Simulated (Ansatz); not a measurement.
Species: C₂H₆ClGaO₂, net charge 0, singlet state. 
Structure (B3LYP-D3(BJ)/def2-TZVP (Ansatz, a program for electronic structure) minimum search):
```
Ga
O 1 1.7675
C 2 1.4220 1 123.89
H 3 1.0928 2 109.05 1 -121.02
H 3 1.0928 4 108.64 2 118.78
H 3 1.0937 4 108.47 5 117.71
O 1 1.7676 2 118.82 3 -179.90
C 7 1.4220 1 123.88 2 -179.76
H 8 1.0927 7 108.99 1 -122.26
H 8 1.0928 9 108.64 7 118.81
H 8 1.0937 9 108.47 10 117.71
Cl 1 2.1547 2 120.59 3 0.03
```

Property: vertical ionisation energy (to the doublet state of charge +1; each state is the SCF solution reached for its spin), in eV. Valence correlation only, unless marked. UHF or UKS for open shells. No spin-orbit coupling. Frozen are the shells of the preceding noble gas and the d and f shells that filled before the atom's block. Non-relativistic. CBS marks a two-point X^-3 extrapolation of the correlation energy; Hartree-Fock from the larger set. The bracket is a focal-point correction in the basis named.

| level | program | vertical ionisation energy (eV) |
|---|---|---|
| PBE/def2-TZVPD | Ansatz | 9.40 |
| r2SCAN/def2-TZVPD | Ansatz | 9.57 |
| PBE0/def2-TZVPD | Ansatz | 9.91 |
| BHLYP/def2-TZVPD | Ansatz | 10.28 |

Task: Estimate the value at RI-MP2/CBS(def2-TZVPPD,def2-QZVPPD)+[CCSD(T)-MP2]/def2-TZVPPD as computed with Ansatz.

Result: 10.71 eV, so BHLYP/def2-TZVPD differs from it by -0.43 eV.
